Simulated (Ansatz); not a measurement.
Basis-set extrapolation for P4S3, SMILES `s1p2sp3p1p3s2` (PBE0-D4/def2-TZVP geometry, frozen core, Ansatz). Multiplicity 1, RHF reference.

|  | cc-pV(T+d)Z | cc-pV(Q+d)Z |
| --- | --- | --- |
| HF | -2555.781164 | -2555.802964 |
| MP2 correlation | -1.111415 | -1.207120 |
| CCSD(T) correlation | -1.232723 | not run |

Energies in hartree. Use E(X) = E(∞) + A·exp(−5.46·√X) for Hartree–Fock and E(X) = E(∞) + B·X^(−3.05) for correlation, with X = 3 and 4, and add CCSD(T) minus MP2 of the smaller set to the MP2 limit.

What is the CCSD(T) energy at the basis-set limit?

HF limit: -2555.802964 + (-0.021800) × 0.30130 = -2555.80953. MP2 limit: -1.207120 + (-0.095705) × 0.71189 = -1.27525. Higher-order term: -1.232723 − (-1.111415) = -0.12131. Total: -2557.20609 hartree, 5.23 eV below CCSD(T)/cc-pV(T+d)Z.
